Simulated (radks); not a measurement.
The numbers below are computed, except where a source is named.
Problem. Species: Er3+. Configuration: [Xe] 4f10.5 6s0.5 (fractional occupations, a model configuration). Code: a radial shooting solver on a logarithmic mesh with Libxc functionals. Model: Dirac Kohn-Sham, PBE, spin-unpolarised, spherical densities, finite nucleus; open shells fill j = l - 1/2 first; Fermi nuclear charge, rms radius 5.2516 fm. Some entries of the table are withheld. Estimate them.

orbital,occ.,eigenvalue (Ry),<r> (bohr)
1s1/2,2,-4213.810,0.02037
2s1/2,2,-709.8982,0.08590
2p1/2,2,-676.3601,0.07147
2p3/2,4,-608.9790,0.07875
3s1/2,2,-161.3375,0.2249
3p1/2,2,-146.6044,0.2146
3p3/2,4,-132.4549,0.2283
3d3/2,4,(1),0.2013
3d5/2,6,(2),0.2055
4s1/2,2,-34.13782,0.5074
4p1/2,2,-28.24315,(3)
4p3/2,4,-25.04532,(4)
4d3/2,4,-15.33193,0.5747
4d5/2,6,-14.74808,0.5856
5s1/2,2,-6.28124,1.219
5p1/2,2,-4.61499,1.349
5p3/2,4,-4.16665,1.441
4f5/2,6,(5),0.7422
4f7/2,4.5,(6),0.7534
6s1/2,0.5,-1.83460,2.927

Solution. 
(1) 3d3/2 eigenvalue (Ry): -107.2298
(2) 3d5/2 eigenvalue (Ry): -104.1382
(3) 4p1/2 <r> (bohr): 0.5162
(4) 4p3/2 <r> (bohr): 0.5474
(5) 4f5/2 eigenvalue (Ry): -3.02393
(6) 4f7/2 eigenvalue (Ry): -2.93643
